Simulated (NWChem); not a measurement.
# C2H6Sn, singlet; SMILES [CH3][Sn][CH3]

Low-valent species are run as closed-shell singlets; no triplet was tried in these runs. def2 effective core potentials on Sn; no spin-orbit coupling.

Give the equilibrium geometry at PBE0/def2-SVP with def2 effective core potentials on Sn (NWChem) as an XYZ file, with the point group.

point group C2v; any orientation.
```
9

Sn     0.0000     0.0000     0.4112
C     -1.5972     0.0340    -1.1115
H     -1.5068    -0.8535    -1.7612
H     -1.4718     0.9204    -1.7570
H     -2.6056     0.0530    -0.6736
C      1.5972    -0.0340    -1.1115
H      1.5068     0.8535    -1.7612
H      1.4718    -0.9204    -1.7570
H      2.6056    -0.0530    -0.6736
```
